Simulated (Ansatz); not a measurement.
Species: SiCl₂F₂, charge 0, singlet. SiCl2F2 (dichloro(difluoro)silane, SMILES [Si](Cl)(Cl)(F)F).
B3LYP-D3(BJ)/def2-TZVP minimum from Ansatz (an electronic-structure program):
```xyz
5

F     -0.1199    -1.2497     1.2756
Si    -0.0466    -0.3250     0.0012
F     -0.2376    -1.2420    -1.2665
Cl    -1.5390     1.0309     0.0744
Cl     1.7667     0.5559    -0.0802
```

Total energies in hartree (Ansatz). Radicals and triplets start from unrestricted determinants; spin-orbit coupling is neglected. Cores are frozen in correlated methods. No relativity.

| species | HF/cc-pV(T+d)Z | CCSD(T)/cc-pV(T+d)Z | HF/cc-pV(Q+d)Z | CCSD(T)/cc-pV(Q+d)Z | CCSD(T)/cc-pV(D+d)Z | CCSDT(Q)/cc-pV(D+d)Z |
|---|---|---|---|---|---|---|
| 1: SiCl2F2 (SMILES F[Si](F)(Cl)Cl) | -1407.20347 | -1408.25457 | -1407.23451 | -1408.38328 | -1407.84396 | -1407.84649 |
| 2: F (doublet) | -99.40552 | -99.62036 | -99.41377 | -99.65026 | -99.52757 | -99.52776 |
| 3: Si (triplet) | -288.85649 | -288.93344 | -288.85845 | -288.93781 | -288.91643 | -288.91690 |
| 4: Cl (doublet) | -459.48556 | -459.67356 | -459.48916 | -459.69449 | -459.60403 | -459.60445 |

Task: Work out the atomisation energy (electronic, to ground-state atoms) in kcal/mol: take Hartree-Fock from cc-pV(Q+d)Z, extrapolate the CCSD(T) correlation energy as X^-3 (X = 3, 4), and add CCSDT(Q) - CCSD(T) in cc-pV(D+d)Z. 1 hartree = 627.51 kcal/mol.

Result: 
Species 1: correlation (64·(-1.14877) - 27·(-1.05110))/37 = -1.22004; step -0.00253; E1 = -1407.23451 + (-1.22004) + (-0.00253) = -1408.45708
Species 2: correlation (64·(-0.23649) - 27·(-0.21484))/37 = -0.25229; step -0.00019; E2 = -99.41377 + (-0.25229) + (-0.00019) = -99.66625
Species 3: correlation (64·(-0.07936) - 27·(-0.07695))/37 = -0.08112; step -0.00047; E3 = -288.85845 + (-0.08112) + (-0.00047) = -288.94004
Species 4: correlation (64·(-0.20533) - 27·(-0.18800))/37 = -0.21798; step -0.00042; E4 = -459.48916 + (-0.21798) + (-0.00042) = -459.70756
-1·E1 +2·E2 +1·E3 +2·E4 = 0.76942 hartree = 482.8 kcal/mol.
